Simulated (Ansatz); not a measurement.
`F[SiH2][GaH2]` + CH₃NH₂ → `CN[SiH2][GaH2]` + H–F at 500 K and 1 bar (ligand exchange at the Si–F bond).

Gas-phase electronic energies from Ansatz, PBE0-D4/def2-TZVP geometries. CBS: MP2 limit from def2 TZ/QZ plus the TZ coupled-cluster correction, frozen cores. This one scheme is used for every species. For Ga outer-core shells are correlated without core-valence functions, which leaves a few kJ/mol of doubt a bond. Scalar relativity is left out up to krypton. One conformer a species, not always the lowest.

```json
{"species": "`F[SiH2][GaH2]`", "CCSD(T)/CBS energy (Eh)": "-2315.24935", "H − E (kJ/mol)": "123.6", "S (J/(mol·K))": "374.0"}
{"species": "CH₃NH₂", "CCSD(T)/CBS energy (Eh)": "-95.75281", "H − E (kJ/mol)": "191.8", "S (J/(mol·K))": "270.3"}
{"species": "`CN[SiH2][GaH2]`", "CCSD(T)/CBS energy (Eh)": "-2310.57822", "H − E (kJ/mol)": "274.5", "S (J/(mol·K))": "446.6"}
{"species": "H–F", "CCSD(T)/CBS energy (Eh)": "-100.39570", "H − E (kJ/mol)": "39.4", "S (J/(mol·K))": "188.7"}
```

H − E and S are ideal-gas, rigid-rotor, harmonic terms from PBE0-D4/def2-TZVP, for one conformer and one mirror image of each species. 1 Eh = 2625.50 kJ/mol, R = 8.31446 J/(mol·K).

By hand: ΔE, ΔH, ΔS and ΔG.

ΔE = (-2310.57822) + (-100.39570) − (-2315.24935) − (-95.75281) = 0.02824 Eh = 74.1 kJ/mol. Δ(H − E) = 274.5 + 39.4 − 123.6 − 191.8 = -1.5, so ΔH = 72.6 kJ/mol. ΔS = 446.6 + 188.7 − 374.0 − 270.3 = -9.0 J/(mol·K). ΔG = 72.6 − 500 × (-9.0)/1000 = 77.1 kJ/mol.

By hand: the equilibrium constant, and the temperature at which ΔG would vanish if ΔH and ΔS stayed fixed.

log₁₀ K = −ΔG/(RT ln 10) = -8.1. ΔH and −TΔS have one sign here, so there is no such temperature.

The number of gas molecules stays the same, so ΔS is small and ΔH decides. A doubt of 5 kJ/mol in ΔE shifts log₁₀ K by 0.5 here. Other conformers and mirror images would add mixing entropy, several J/(mol·K) or more a flexible species. These are equilibria of isolated gas molecules and say nothing of rates. Largest T1 diagnostic: 0.013 (customary marks: 0.02 for closed shells, 0.045 for open ones).

ΔS is within the doubt of such terms, so its sign, and with it that verdict, could turn.
